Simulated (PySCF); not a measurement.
# Shifts of the heteroatoms

Structure with atom numbers: `[CH2:1]=[c:2]1[o:3][c:4](=[CH2:5])[c:6]([CH:7]=[O:8])[c:9]1[SiH3:10]`; H(Xn) means a hydrogen on atom n. Ha(C1), Ha(C5) are cis to O3; Hb(C1), Hb(C5) are trans to O3.

- coordinates at the GFN2-xTB level
- GIAO PBE0/pcSseg-1 shieldings
- code: PySCF 2.14.0 with density-fitted response routines
- no solvent model, averaged over atoms made equivalent by symmetry, fast rotation or ring inversion, non-relativistic Hamiltonian, one conformer

Problem. Where does ²⁹Si resonate?

Solution. 
```json
{"atoms": "Si10", "environment": "silicon bonded to C, 3 H", "σ (ppm)": "437.0", "δ (ppm)": "-79.2"}
```

Shieldings were converted by a linear fit to measured shifts: ²⁹Si (scatter 8.9 ppm rms, 25.8 ppm with the 6 outliers that the fit left out vs TMS, solution or neat liquid). Occasional misses reach two or three times the rms, and more in compound classes unlike the fitted ones.

On a 400 MHz spectrometer ²⁹Si resonates near 79.5 MHz, so 1 ppm is 79.5 Hz.

Problem. Predict the ¹⁷O NMR data.

Solution. 
```json
{"atoms": "O8", "environment": "aldehyde oxygen", "σ (ppm)": "-331.0", "δ (ppm)": "568.2"}
{"atoms": "O3", "environment": "ring oxygen", "σ (ppm)": "106.1", "δ (ppm)": "170.0"}
```

Shieldings were converted by a linear fit to measured shifts: ¹⁷O: δ = 266.70 − 0.911σ (rms 10.7 ppm, 155 shifts, 12.2 ppm with the 3 outliers that the fit left out vs liquid water, solution or neat liquid). Occasional misses reach two or three times the rms, and more in compound classes unlike the fitted ones.

On a 300 MHz spectrometer ¹⁷O resonates near 40.7 MHz, so 1 ppm is 40.7 Hz.
